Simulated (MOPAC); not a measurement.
Job for MOPAC: PM7 on FeC, 2S+1 = 3, a spin state set in the input, which need not be the lowest, a point of a bond scan (R = 1.833 Å).

```
PM7 1SCF PRECISE CHARGE=0 UHF MS=1 THREADS=1
CFe

Fe     0.00000000 1     0.00000000 1     0.00000000 1
C      0.00000000 1     0.00000000 1     1.83261000 1
```

The log:

```
*******************************************************************************
 **                                                                           **
 **                              MOPAC v23.2.5                                **
 **                                                                           **
 *******************************************************************************
 ** MOPAC's Digital Object Identifier: https://doi.org/10.5281/zenodo.6511958 **
 **                                                                           **
 ** Please cite the open-source release paper for use of this MOPAC version:  **
 ** J. E. Moussa and J. J. P. Stewart (2026)                                  **
 ** MOPAC: An open-source semiempirical molecular orbital program             **
 ** J. Open Source Softw., 11(119), 8025, https://doi.org/10.21105/joss.08025 **
 *******************************************************************************

                              PM7 CALCULATION RESULTS

 *******************************************************************************
 *  PM7        - The PM7 Hamiltonian to be used
 *  UHF        - UNRESTRICTED HARTREE-FOCK CALCULATION
 *
 *
 *
 *                 CHARGE ON SYSTEM = 0
 *
 *
 *
 *  MS=        - IN MECI, MAGNETIC COMPONENT OF SPIN =  1.0
 *  PRECISE    - TIGHTER CRITERIA TO BE USED
 *  1SCF       - DO 1 SCF AND THEN STOP
 *  THREADS=1  - MULTI-THREADING NOT USED
 *  T=         - A TIME OF 172800.0 SECONDS REQUESTED
 *  DUMP=N     - RESTART FILE WRITTEN EVERY 7200.0 SECONDS REQUESTED
 *******************************************************************************
PM7 1SCF PRECISE CHARGE=0 UHF MS=1 THREADS=1
 CFe

   ATOM   CHEMICAL          X               Y               Z
  NUMBER   SYMBOL      (ANGSTROMS)     (ANGSTROMS)     (ANGSTROMS)

     1      Fe          0.00000000  *   0.00000000  *   0.00000000  *
     2       C          0.00000000  *   0.00000000  *   1.83261000  *



          CARTESIAN COORDINATES

    NO.       ATOM           X           Y           Z

     1        Fe          0.0000      0.0000      0.0000
     2         C          0.0000      0.0000      1.8326

 General Reference for PM7:
 "Optimization of Parameters for Semiempirical Methods VI: More Modifications to the
 NDDO Approximations and Re-optimization of Parameters", J. J. P. Stewart, J. Mol. Mod., 1:32, 19 (2013)
 https://link.springer.com/article/10.1007/s00894-012-1667-x

           Empirical Formula: C Fe  =     2 atoms



      MOLECULAR POINT GROUP   :   C*v


          UHF CALCULATION, NO. OF ALPHA ELECTRONS =    7
                           NO. OF BETA  ELECTRONS =    5

 -------------------------------------------------------------------------------
 PM7 1SCF PRECISE CHARGE=0 UHF MS=1 THREADS=1
 CFe



     1SCF WAS SPECIFIED, SO BFGS WAS NOT USED
     SCF FIELD WAS ACHIEVED


                              PM7 CALCULATION
                                                       MOPAC v23.2.5 Linux




          FINAL HEAT OF FORMATION =        167.57193 KCAL/MOL =     701.12095 KJ/MOL


          COSMO AREA              =         87.72 SQUARE ANGSTROMS
          COSMO VOLUME            =         73.94 CUBIC ANGSTROMS

          IONIZATION POTENTIAL    =          9.083300 EV
          ALPHA SOMO LUMO (EV)    =         -9.083  1.441
          BETA  SOMO LUMO (EV)    =         -9.366  1.087
          NO. OF ALPHA ELECTRONS  =          7
          NO. OF BETA  ELECTRONS  =          5
          MOLECULAR WEIGHT        =         67.8580         POINT GROUP:  C*v

          MOLECULAR DIMENSIONS (Angstroms)

            Atom       Atom       Distance
            C     2   Fe     1     1.83261
            C     2   Fe     1     0.00000
           Fe     1    C     2     0.00000


          SCF CALCULATIONS        =          1





   ATOM   CHEMICAL          X               Y               Z
  NUMBER   SYMBOL      (ANGSTROMS)     (ANGSTROMS)     (ANGSTROMS)

     1      Fe          0.00000000  *   0.00000000  *   0.00000000  *
     2       C          0.00000000  *   0.00000000  *   1.83261000  *

                             CARTESIAN COORDINATES

   1   Fe        0.000000000     0.000000000     0.000000000
   2    C        0.000000000     0.000000000     1.832610000


           Empirical Formula: C Fe  =     2 atoms



      MOLECULAR POINT GROUP   :   C*v


          ALPHA EIGENVALUES
 -19.27891 -11.87235 -11.71132 -11.71132 -11.55636 -11.19305  -9.08330   1.44100
   1.71385   1.71385   6.08928   6.08928   8.20394


           BETA EIGENVALUES
 -19.11341  -9.43864  -9.43864  -9.39667  -9.36615   1.08659   1.35468   1.35468
   2.93098   3.07229   8.90305   8.90305   9.59818


              NET ATOMIC CHARGES AND DIPOLE CONTRIBUTIONS

  ATOM NO.   TYPE          CHARGE      No. of ELECS.   s-Pop       p-Pop       d-Pop
    1         Fe           0.112845        7.8872     1.02628     0.05380     6.80707
    2          C          -0.112845        4.1128     1.79705     2.31579
 DIPOLE           X         Y         Z       TOTAL
 POINT-CHG.     0.000     0.000    -0.993     0.993
 HYBRID         0.000     0.000    -2.460     2.460
 SUM            0.000     0.000    -3.454     3.454


          ATOMIC ORBITAL ELECTRON POPULATIONS

     Atom    s        px        py        pz      x^2-y^2     xz        z^2       yz        xy
    1 Fe   1.02628   0.00259   0.00259   0.04861   2.00000   1.44572   0.91564   1.44572   1.00000
    2  C   1.79705   0.55169   0.55169   1.21241


                    (SZ)    =    1.000000
                    (S**2)  =    2.462396


          ATOMIC ORBITAL SPIN POPULATIONS

    Atom   Total    s     px     py     pz   x^2-y^2  xz     z^2    yz     xy
         Atomic
    1 Fe  2.9770  0.857 -0.002 -0.002 -0.013  0.000  0.367  0.403  0.367  1.000
    2  C -0.9770  0.039 -0.365 -0.365 -0.285

 **********************
 *                    *
 * JOB ENDED NORMALLY *
 *                    *
 **********************




 == MOPAC DONE ==
```

The run finished. Its determinant has ⟨S²⟩ = 2.46, a mixture of spin states.

Cost: around 0.04 core-seconds (rough).
